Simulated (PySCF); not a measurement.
# Spinor energies of Te+ (tellurium, charge +1)

Start: [Kr] 4d10 5s2 5p3; 5p1/2 filled at m_j = -1/2, +1/2; 5p3/2 filled at m_j = +3/2. Calculated with PySCF 2.14 in x2c-SVPall-2c with one added diffuse shell each of s, p type (7s9p4d, 54 functions): generalised Hartree-Fock with the X2C-1e Hamiltonian and a Gaussian nucleus; one run each with spin-orbit coupling (SO) switched off, then screened by Boettger's factors.

```tsv
spinor shell	electrons	ε, spin-free (eV)	ε, screened SO (eV)	weight of nominal j (screened SO)	rms radius, screened SO (bohr)
1s1/2	2	-31978.7	-31975.4	1.000	0.0319
2s1/2	2	-5009.5	-5008.5	1.000	0.130
2p1/2	2	-4492.3	-4683.3	1.000	0.112
2p3/2	4	-4492.3	-4405.7	1.000	0.117
3s1/2	2	-1047.0	-1046.7	1.000	0.343
3p1/2	2	-874.58	-911.14	1.000	0.335
3p3/2	4	-874.58	-857.77	1.000	0.347
3d3/2	4	-614.18	-620.46	1.000	0.320
3d5/2	6	-614.18	-609.64	1.000	0.323
4s1/2	2	-203.11	-202.99	1.000	0.816
4p1/2	2	-147.11	-154.02	0.999	0.861
4p3/2	4	-147.11	-143.84	1.000	0.886
4d3/2	4	-62.655	-63.504	0.976	1.05
4d5/2	6	-62.655	-61.946	0.984	1.05
5s1/2	2	-28.301	-28.267	1.000	2.21
5p1/2	2	-18.863	-19.069	0.629	2.62
5p3/2	1	-18.863	-18.442	1.000	2.69
```

```csv
quantity,spin-free,screened SO
E (hartree),-6788.97653,-6790.82650
M_J,3/2,3/2
⟨J²⟩,3.752,3.754
⟨L²⟩,0.000,0.102
⟨S²⟩,3.752,3.653
```

Each row is a mean over spinors that exchange with the open shell spreads, by up to 6.944 eV (5s1/2).

Rows whose weight is well below 1 are mixtures of j = l ± 1/2: exchange outweighs spin-orbit coupling there, and the label is only the starting occupation.

Breit and QED terms are absent; they matter most for the inner s and p1/2 levels.

Densities and radii are taken from the X2C orbitals without a picture-change correction, which distorts them close to the nucleus.

Without spin-orbit coupling the j labels of p, d and f shells carry no meaning; the spin-free column gives the mean over the occupied spinors of each nl shell.
